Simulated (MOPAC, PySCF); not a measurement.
CH3BO, SMILES `O=CB` (H–B–C–O torsion 86°), neutral singlet in the gas phase. 

Cartesian coordinates (Å):
SMILES: O=CB
```xyz
6

B     -0.7735     0.0064     0.0162
C      0.7748    -0.1144     0.1078
O      1.2445     0.6189    -0.7485
H     -1.3201     0.8799     0.6083
H     -1.3614    -0.6829    -0.7530
H      1.4357    -0.7079     0.7693
```
Charge 0, spin multiplicity 1.

All levels are single points at this geometry (B3LYP-D3(BJ)/def2-TZVP); Pople sets use spherical d functions. Orbital energies aren't observables, and empty levels follow the basis.

B3LYP-D3(BJ)/def2-TZVP in PySCF gives gap (eV) = 5.22.

Question: Estimate the gap (eV) from each of these levels: PBE-D3(BJ)/def2-TZVP in PySCF; B3LYP/3-21G in PySCF; B3LYP/6-311+G** in PySCF; B3LYP/6-31G* in PySCF; BP86/6-31G* in PySCF; M06-2X/6-31G* in PySCF; HF/6-31G* in PySCF; HF/STO-3G in PySCF; AM1 in MOPAC; PM3 in MOPAC; PM6 in MOPAC; PM7 in MOPAC.

Answer: 
```tsv
level	gap (eV)
PBE-D3(BJ)/def2-TZVP in PySCF	3.24
B3LYP/3-21G in PySCF	5.12
B3LYP/6-311+G** in PySCF	5.19
B3LYP/6-31G* in PySCF	5.39
BP86/6-31G* in PySCF	3.40
M06-2X/6-31G* in PySCF	8.29
HF/6-31G* in PySCF	13.67
HF/STO-3G in PySCF	14.98
AM1 in MOPAC	11.04
PM3 in MOPAC	10.53
PM6 in MOPAC	8.97
PM7 in MOPAC	8.89
```
